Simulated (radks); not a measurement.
Task: Neutral holmium: order these configurations by energy. Calculated with a radial shooting solver on a logarithmic mesh with Libxc functionals: non-relativistic Kohn-Sham, PBE, spin-polarised, spherical densities, point nucleus. Open shells are filled with parallel spins first. [Xe] 4f10 5d1 6s2; [Xe] 4f10 6s2 6p1; [Xe] 4f11 5d1 6s1; [Xe] 4f11 6s1 6p1; [Xe] 4f11 6s2.

Result: From the lowest, in eV above it: [Xe] 4f11 6s2 0.000; [Xe] 4f11 5d1 6s1 1.381; [Xe] 4f11 6s1 6p1 1.724; [Xe] 4f10 5d1 6s2 6.417; [Xe] 4f10 6s2 6p1 8.846.
